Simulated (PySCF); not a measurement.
**Sm³⁺: ionisation energy**

Sm³⁺ [Xe] 4f5 [4f5/2^5, M_J = 5/2] → Sm⁴⁺ [Xe] 4f4 [4f5/2^4, M_J = 4], as a difference of total energies. All numbers are calculated (PySCF 2.14, the two-component X2C-1e Hamiltonian, in x2c-TZVPPall-2c). Correlated levels: [Ar] 3d10 frozen; the 18 highest virtual spinors dropped. "Screened" scales the spin-orbit matrix elements by Boettger's factors to mimic the two-electron term; Breit and QED terms are absent.

| method | ionisation energy (eV) |
| --- | --- |
| GHF (spin-free) | 39.495 |
| GMP2 (spin-free) | 41.301 |
| GHF (screened spin-orbit) | 39.318 |
| GMP2 (screened spin-orbit) | 41.132 |

How much does correlation contribute at GMP2 (screened spin-orbit)?

41.132 − (39.318) = 1.814 eV, measured against GHF (screened spin-orbit).

The spin-free rows relax to the high-spin LS determinant and lack the spin-orbit shift.

The labels give the starting determinants; with spin-orbit coupling the two ends relaxed to ⟨J²⟩ = 13.08, ⟨L²⟩ = 29.82, ⟨S²⟩ = 8.68 and ⟨J²⟩ = 23.27, ⟨L²⟩ = 41.79, ⟨S²⟩ = 5.96.

The determinant of Sm³⁺ and of Sm⁴⁺ mixes levels of different J (the jj label is only the starting occupation), so the difference between spin-free and spin-orbit rows is not the physical spin-orbit shift.

For comparison: 41.64 ± 0.11 eV (semi-empirical (NIST evaluation); NIST Atomic Spectra Database, ionization energies).
